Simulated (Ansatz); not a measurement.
Two isomers of CH9BSiSn: A = `[SiH3]B[CH2][SnH3]`, B = `[CH3][SnH2][BH][SiH3]`.

Isolated molecules relaxed with PBE0-D4/def2-TZVP in Ansatz; ΔE leaves out vibrations. CBS: MP2 limit from def2 TZ/QZ plus the TZ coupled-cluster correction, frozen cores. Functionals use def2-TZVPP. B3LYP here is the variant with VWN-RPA as its local correlation; programs differ in this. def2 core potentials past Kr. For Sn outer-core shells are correlated without core-valence functions, which leaves a few kJ/mol of doubt a bond. One conformer a species, not always the lowest.

Task: Which is lower in electronic energy at CCSD(T)/CBS, and by how much? (An estimate is asked.)

Result: Ansatz gave: A, by 10.4 kcal/mol.

Task: Give E(B) − E(A) in kcal/mol with HF/def2-TZVPP, r2SCAN-D4, PBE-D4, B3LYP-D4, B3LYP, ωB97M-V, PBE0-D4. (Best estimate.)

Result: The calculation gave: HF/def2-TZVPP 7.5, r2SCAN-D4 11.8, PBE-D4 11.7, B3LYP-D4 10.9, B3LYP 9.9, ωB97M-V 11.9, PBE0-D4 11.5. None reverses the order clearly.

Largest T1 diagnostic: 0.013.

The D4 term adds +1.1 kcal/mol with B3LYP and +0.5 kcal/mol with PBE0; it sums over pairs of atoms, weighted by their polarisabilities, and B3LYP, whose exchange is more repulsive, gets the larger term. In def2-TZVPP, CCSD(T) changes the Hartree–Fock value by +3.3 kcal/mol (the triples alone add +0.9 kcal/mol) and MP2 by +4.6 kcal/mol.
